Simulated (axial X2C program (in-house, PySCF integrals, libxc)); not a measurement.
**Which molecule has these constants?**

All values come from calculations with an in-house all-electron X2C program for linear molecules (integrals from PySCF), spin-free (one-electron X2C) or two-component (2c: spin–orbit coupling with atomic mean-field Coulomb and Gaunt terms, which also bring small scalar terms), in Dyall basis sets with cores contracted in-house; open shells are unrestricted.

A two-component PBE0 calculation in a Dyall 3-zeta basis gave Re = 1.968 Å, ωe = 502.2 cm⁻¹, Ω = 5/2.

Question: Which molecule is it?
A. NbF⁻
B. TeF⁻
C. SrF⁻
D. SnF⁻
E. IF⁻

Answer: A. The others have SrF⁻ 2.119 Å and 444.3 cm⁻¹ (Ω = 0); IF⁻ 2.352 Å and 269.0 cm⁻¹ (Ω = 1/2); TeF⁻ 2.004 Å and 494.0 cm⁻¹ (Ω = 0); SnF⁻ 2.031 Å and 459.6 cm⁻¹ (Ω = 1).

Each entry is the lowest single determinant of a limited PBE0 search at one distance. De goes to single-determinant-based atoms at the same level (for ions the charge split of lowest energy) and is withheld (n/a) where an atom does not fit its ground term or J level. Main or longest-lived isotopes. One determinant is a doubtful description, or other states lie close, for NbF⁻, SnF⁻; these need not be ground states, and all values refer to the states named. Some open-shell Ω = 0 determinants are out of reach, so the Ω given for SnF⁻ need not be the lowest component. With several unpaired electrons the Ω given is that of one determinant, not necessarily of the lowest component. The functionals have no current term, which raises determinants with orbital currents.
